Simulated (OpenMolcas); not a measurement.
## Nb4+: moving the ligands

Nb4+ with 5 ligands (fluoride) in square pyramidal coordination (C4v) at 1.93 Å, the axial distance 2.104 Å. A charge of +0.2 e stands 2.8 Å behind each ligand. Ligand basis ANO-RCC-VDZP.

```
Program             : OpenMolcas 26.06
Method              : CASSCF
Basis               : ANO-RCC-VDZP [6s5p3d1f]
Scalar Hamiltonian  : DKH2, point nucleus
Active space        : 1 electron in 5 orbitals (4d)
State averaging     : 2S+1 = 2 even, 5 roots
Spin-orbit coupling : state interaction with AMFI integrals over the reference wave functions
```

Runs around this geometry, states. Energies in cm-1 above the lowest state or level, χT in cm3 K/mol.

```json
{"R (Å)": "1.93", "Axial / equatorial distance": "1.09", "Ground state": "2S+1 = 2", "First state of that spin": "6277", "First gap with spin-orbit (degeneracies)": "650.3 (2, 2)", "χT at 300 K": "0.151"}
{"R (Å)": "2.05", "Axial / equatorial distance": "1.09", "Ground state": "2S+1 = 2", "First state of that spin": "5558", "First gap with spin-orbit (degeneracies)": "661.2 (2, 2)", "χT at 300 K": "0.147"}
{"R (Å)": "1.93", "Axial / equatorial distance": "1.145", "Ground state": "2S+1 = 2", "First state of that spin": "4659", "First gap with spin-orbit (degeneracies)": "674.3 (2, 2)", "χT at 300 K": "0.145"}
```

An orbital doublet at a regular site is open to a Jahn-Teller distortion, which this geometry leaves out. With metal d orbitals alone the field can be off either way by tens of per cent. Ligand-to-metal charge-transfer states are missing. The least metal-like active orbital is 66 % on the metal (Löwdin) and no ligand orbital is active, so the numbers are rough (holds for R = 1.93, ratio = 1.09). The least metal-like active orbital is 74 % on the metal (Löwdin) and no ligand orbital is active, so the numbers are rough (holds for R = 2.05, ratio = 1.09). The least metal-like active orbital is 69 % on the metal (Löwdin) and no ligand orbital is active, so the numbers are rough (holds for R = 1.93, ratio = 1.145). No measured value stands beside these numbers; the geometry is a model, was not optimised and need not be the one that this ion takes.

A state without a sure symmetry label is named by its multiplicity alone.
